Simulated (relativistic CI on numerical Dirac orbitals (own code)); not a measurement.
## Electric-dipole transitions in Ta XVI

Computed by Dirac-Coulomb-Breit CI, orbitals from a KLI potential per configuration, QED by a radiative potential, unscaled Slater integrals (own radial code, finite nucleus).

CI space (outside the closed core [Ar] 3d10 4p6): 4s2 4d10 4f11 5s, 4s2 4d10 4f12, 4s2 4d10 4f10 5s2, 4s2 4d10 4f11 5p, 4s2 4d10 4f10 5s 5p, 4s2 4d10 4f11 5f, 4s2 4d9 4f12 5s, 4s2 4d10 4f10 5s 6s, 4s2 4d10 4f11 6s, 4s2 4d9 4f13, 4s2 4d10 4f11 7s, 4s 4d10 4f13, 4d10 4f13 5s. Levels of other configurations are missing.

```csv
λ vac (nm),Lower,Upper,A (s⁻¹),gf,Branching (%)
42.952,4s2 4d10 4f10 5s2 5I_8 [1],4s2 4d10 4f10 5s 5p 7I°_7 [198],2.20e+08,9.12e-02,59.3
45.228,4s2 4d10 4f10 5s2 5I_8 [1],4s2 4d10 4f10 5s 5p 7H°_8 [191],2.32e+08,1.21e-01,91.1
45.445,4s2 4d10 4f10 5s2 5I_7 [2],4s2 4d10 4f10 5s 5p 7I°_7 [198],1.04e+08,4.82e-02,28.0
47.152,4s2 4d10 4f10 5s2 5I_6 [3],4s2 4d10 4f10 5s 5p 7I°_7 [198],4.42e+07,2.21e-02,11.9
48.001,4s2 4d10 4f10 5s2 5I_7 [2],4s2 4d10 4f10 5s 5p 7H°_8 [191],2.25e+07,1.32e-02,8.8
51.442,4s2 4d10 4f10 5s2 3K_8 [8],4s2 4d10 4f10 5s 5p 7I°_7 [198],4.66e+05,2.77e-04,0.1
54.742,4s2 4d10 4f10 5s2 3K_8 [8],4s2 4d10 4f10 5s 5p 7H°_8 [191],3.71e+04,2.83e-05,0.0
58.245,4s2 4d10 4f10 5s2 5G_3 [25],4s2 4d10 4f11 5s 3F°_4 [197],1.55e+04,7.10e-06,12.9
59.412,4s2 4d10 4f10 5s2 3L_9 [18],4s2 4d10 4f10 5s 5p 7H°_8 [191],1.66e+04,1.50e-05,0.0
59.958,4s2 4d10 4f10 5s2 3L_8 [29],4s2 4d10 4f10 5s 5p 7I°_7 [198],1.43e+04,1.16e-05,0.0
60.659,4s2 4d10 4f10 5s2 3D_3 [31],4s2 4d10 4f11 5s 3F°_4 [197],2.35e+04,1.17e-05,19.6
62.499,4s2 4d10 4f10 5s2 5G_4 [37],4s2 4d10 4f11 5s 3F°_4 [197],8.49e+03,4.48e-06,7.1
66.596,4s2 4d10 4f11 5s 5S°_2 [52],4s2 4d10 4f12 3P_1 [199],3.37e+04,6.73e-06,18.0
69.812,4s2 4d10 4f10 5s2 5I_4 [5],4s2 4d10 4f11 5s 3G°_3 [170],7.23e+02,3.70e-07,3.3
72.417,4s2 4d10 4f10 5s2 3G_3 [54],4s2 4d10 4f11 5s 3F°_2 [193],1.04e+04,4.07e-06,14.3
76.022,4s2 4d10 4f11 5s 3F°_2 [86],4s2 4d10 4f12 3P_2 [200],1.47e+04,6.36e-06,5.5
93.156,4s2 4d10 4f11 5s 5F°_1 [63],4s2 4d10 4f12 3F_2 [185],6.74e+03,4.39e-06,15.3
93.259,4s2 4d10 4f11 5s 5F°_2 [66],4s2 4d10 4f12 3F_3 [186],4.39e+03,4.01e-06,15.6
98.579,4s2 4d10 4f10 5s2 5I_5 [4],4s2 4d10 4f11 5s 3I°_6 [122],3.07e+02,5.82e-07,10.3
138.35,4s2 4d10 4f11 5s 3I°_5 [123],4s2 4d10 4f10 5s2 3H_5 [187],1.51e+03,4.77e-06,15.2
```

Terms are leading LS components. Brackets give the number of a level in order of energy, since labels repeat. The list gives strong lines, with weight on those to low levels, without lines whose two gauges differ by over a factor of 2.5, among the lowest 200 of 2992 levels, so that lines to higher ones, which can be the strongest, are missing. Levels whose partners in the same complex of configurations lie outside the list can be far off, and so can their lines. Rates are taken at the computed energies, electric ones in the length gauge.

At this charge transitions that keep the count of f electrons are usually good to a few per cent. Terms inside the open d or f shell come out 10 to 20 % too wide with unscaled integrals. Levels and lines within the n = 5 or 6 shells can be off by up to 10 % or somewhat more, and those that change n by about 2 %, since core polarisation is missing. Levels that differ in their count of f electrons can be misplaced by several ten thousand cm⁻¹, since the correlation energy of f electrons is missing or only estimated; rates across such gaps can be off by orders of magnitude. The computed lowest level isn't the tabulated ground level, which NIST ASD gives as 4f11 5s 5I°8; for such ions that label comes from theory and may be the wrong one.

From the table, what is the radiative lifetime of 4s2 4d10 4f10 5s 5p 7I°_7?

The listed rates from this level add up to about 3.68e+08 s⁻¹, 99 % of its decay; with all channels τ = 2.70e-09 s.

LS names give the leading component of a level, which can be under half, so a name can repeat, a term be missing and a line seem to break the LS rules.
